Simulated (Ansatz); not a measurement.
Input and output for PbSe2⁺ (the lowest doublet isomer of a short search).

```yaml
crystal:
  periodic: [false, false, false]
  atoms:
    - {symbol: Pb, position_ang: [0.731592, 1.303936, -0.687370]}
    - {symbol: Se, position_ang: [0.595178, -1.261910, 0.209282]}
    - {symbol: Se, position_ang: [-1.326770, -0.042025, 0.478088]}
basis:
  gaussian: {orbitals: def2-TZVPP}
total_charge: 1
magnetization: {spin_polarized: true, initial_magnetization: 1}
hamiltonian: {xc: {name: wB97}}
scf: {omitted_lower_state_checks: [starts]}
output: {forces: true}
```

```sh
$ ansatz run in.yaml --threads 4 --pin off --events-out ev --progress --plain --max-ram 3916MiB
```

It prints (some lines left out):

```
Functional definition: wB97
1156 factors; their error is unknown
326 factors; integrals over basis functions are off by at most 5.0e-5 eV
mean field evaluation 1: about -135949.0901 eV, gradient 1.7e1 eV
mean field evaluation 2: about -135949.9073 eV, gradient 1.8e1 eV
mean field evaluation 4: about -135951.2603 eV, gradient 6.9e-1 eV
mean field evaluation 8: about -135951.1859 eV, gradient 3.5e-2 eV
mean field evaluation 16: about -135951.1860 eV, gradient 5.3e-4 eV
mean field -135951.18595508 eV, -4996.1139328258 hartree, gradient 3.9e-5 eV, S^2 0.769868; 0 other end points of the search recorded, 0 dependent functions left out
reference -135951.18594624 eV, -4996.1139325008 hartree; 45, 44 occupied and 101, 102 virtual orbitals, 1156 factors
Total energy: -135951.18594624 eV, -4996.1139325008 hartree
Atom 0 at     0.731592     1.303936    -0.687370 Å, force    -0.217809    -0.387749     0.204492 eV/Å
Atom 1 at     0.595178    -1.261910     0.209282 Å, force    -0.524717     0.595780    -0.013540 eV/Å
Atom 2 at    -1.326770    -0.042025     0.478088 Å, force     0.742525    -0.208032    -0.190951 eV/Å
Dipole moment:     0.248147     0.442282    -0.233148 e Å
Checks for a lower state left out: starts
```

Hardware: 4 threads of Arm Neoverse V2 on a shared host. Wall time 8 s.

In the def2 sets Pb takes a core potential; there is no spin–orbit coupling.

The dipole of an ion depends on the origin.
